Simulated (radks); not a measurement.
Results of a calculation; reference values are marked as such.
Ionisation of neutral phosphorus, [Ne] 3s2 3p3, to [Ne] 3s2 3p2 as the strength of local exchange is varied. Code: a radial shooting solver on a logarithmic mesh with Libxc functionals. Model: non-relativistic Kohn-Sham, Slater X-alpha exchange (alpha = 2/3 is LDA exchange), no correlation, spin-unpolarised, spherical densities, point nucleus.

| alpha | E(P) (hartree) | exchange (hartree) | IE (eV) | -e of the level emptied (eV) | <r> of it (bohr) |
|---|---|---|---|---|---|
| 0.667 | -338.81457 | -20.61845 | 8.676 | 4.538 (3p) | 2.421 |
| 0.693 | -339.61909 | -21.46526 | 8.920 | 4.747 (3p) | 2.399 |
| 0.736 | -340.95320 | -22.87279 | 9.332 | 5.100 (3p) | 2.364 |
| 0.781 | -342.35409 | -24.35518 | 9.772 | 5.480 (3p) | 2.330 |
| 0.822 | -343.63466 | -25.71414 | 10.181 | 5.836 (3p) | 2.299 |
| 0.856 | -344.69964 | -26.84711 | 10.526 | 6.139 (3p) | 2.275 |

NIST Atomic Spectra Database: 10.487 eV (measured). The Delta-SCF value meets it near alpha = 0.85. Spin polarisation and multiplet splitting are left out, so open shells lie too high by an amount that depends on their filling.

Beside tabulated values, note that spin-unpolarised runs miss the spin-polarisation part of the exchange energy of open shells.
